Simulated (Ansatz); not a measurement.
Caution: the highest occupied level lies above zero, a sign of self-interaction error and of too few diffuse functions. Caution: the restricted solution is unstable towards spin-unrestricted or complex orbitals, so a lower solution exists and this singlet may not be the ground state. This singlet lies within 0.05 eV of the relaxed triplet at the level frozen-core CCSD(T)/aug-cc-pVTZ // PBE-D3(BJ)/def2-SVPD (Ansatz, a first-principles code).

A geometry relaxed with PBE-D3(BJ)/def2-SVPD (Ansatz), charge -1, multiplicity 1:

```xyz
5

H      2.0184    -0.3545     0.5862
H     -2.2034     0.4377    -0.8153
C      1.3426    -0.4425    -0.2969
C      0.0956    -0.0433    -0.2043
B     -1.2532     0.4025    -0.0610
```

Write the SMILES of this molecule.

`[BH-]C#C`
